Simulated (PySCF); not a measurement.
**`InChI=1S/C6H8F3N/c1-6(2-3-10-6)4(7)5(8)9/h10H,2-3H2,1H3/t6-/m1/s1`**

Molfile (atoms numbered from 1):
```
C6H8F3N
     RDKit          3D

 18 18  0  0  0  0  0  0  0  0999 V2000
   -0.1804   -1.4688   -0.7867 C   0  0  0  0  0  0  0  0  0  0  0  0
   -0.0131   -0.1838    0.0260 C   0  0  2  0  0  0  0  0  0  0  0  0
    1.3859   -0.1137    0.5839 C   0  0  0  0  0  0  0  0  0  0  0  0
    1.5585   -0.6554    1.8064 F   0  0  0  0  0  0  0  0  0  0  0  0
    2.4307    0.4216   -0.0316 C   0  0  0  0  0  0  0  0  0  0  0  0
    2.3730    0.9476   -1.2477 F   0  0  0  0  0  0  0  0  0  0  0  0
    3.6659    0.4936    0.4478 F   0  0  0  0  0  0  0  0  0  0  0  0
   -1.1339    0.0600    1.0575 C   0  0  0  0  0  0  0  0  0  0  0  0
   -1.6526    1.1383    0.0975 C   0  0  0  0  0  0  0  0  0  0  0  0
   -0.3991    1.0543   -0.6526 N   0  0  0  0  0  0  0  0  0  0  0  0
    0.5088   -1.4693   -1.6291 H   0  0  0  0  0  0  0  0  0  0  0  0
   -1.1986   -1.5401   -1.1632 H   0  0  0  0  0  0  0  0  0  0  0  0
    0.0236   -2.3365   -0.1634 H   0  0  0  0  0  0  0  0  0  0  0  0
   -0.7732    0.4540    2.0031 H   0  0  0  0  0  0  0  0  0  0  0  0
   -1.7904   -0.7865    1.2381 H   0  0  0  0  0  0  0  0  0  0  0  0
   -1.8155    2.1298    0.5224 H   0  0  0  0  0  0  0  0  0  0  0  0
   -2.5459    0.8336   -0.4573 H   0  0  0  0  0  0  0  0  0  0  0  0
   -0.4521    1.0276   -1.6626 H   0  0  0  0  0  0  0  0  0  0  0  0
  2  1  1  6
  2  3  1  0
  3  4  1  0
  3  5  2  3
  5  6  1  0
  5  7  1  0
  2  8  1  0
  8  9  1  0
  9 10  1  0
 10  2  1  0
  1 11  1  0
  1 12  1  0
  1 13  1  0
  8 14  1  0
  8 15  1  0
  9 16  1  0
  9 17  1  0
 10 18  1  0
M  END
```

Method used: GIAO KT3/pcSseg-1 magnetisability, rotational g tensor and spin-rotation constants, non-relativistic, gas phase (PySCF). Geometry: GFN2-xTB.

Q: Give the nuclear spin-rotation constants along the inertial axes (H = +C I·J) beside the isotropic shieldings.

A: Rotational constants 2.1200, 0.9757, 0.8463 GHz. A star marks the isotopologue with that one atom substituted, in its own axes.
```
atom  isotope  Caa (kHz)  Cbb (kHz)  Ccc (kHz)  mean (kHz)  σ (ppm)
  F4      19F      1.150      1.052      0.362       0.855    353.6
  F6      19F      1.961      1.121      1.050       1.377    279.5
  F7      19F      2.528      1.197      0.989       1.571    263.7
 N10      14N      0.129      0.047      0.049       0.075    200.8
 H11       1H     -0.138     -0.057     -0.062      -0.086     30.5
 H12       1H      0.026     -0.105     -0.079      -0.053     30.1
 H13       1H     -0.238      0.003     -0.070      -0.102     30.2
 H14       1H     -0.184     -0.054     -0.020      -0.086     28.9
 H15       1H     -0.097     -0.066     -0.060      -0.074     29.8
 H16       1H     -0.228     -0.092      0.047      -0.091     28.0
 H17       1H      0.026     -0.082     -0.062      -0.039     27.8
 H18       1H     -0.286     -0.005     -0.069      -0.120     30.9
  C1     13C*      0.364      0.167      0.118       0.216    156.6
  C2     13C*      0.486      0.176      0.201       0.288    120.1
  C3     13C*      0.790      0.349      0.210       0.450     48.0
  C5     13C*      0.792      0.398      0.241       0.477     26.9
  C8     13C*      0.314      0.188      0.128       0.210    154.5
  C9     13C*      0.402      0.175      0.162       0.246    138.8
```
For the geometry as given, no vibrational averaging.
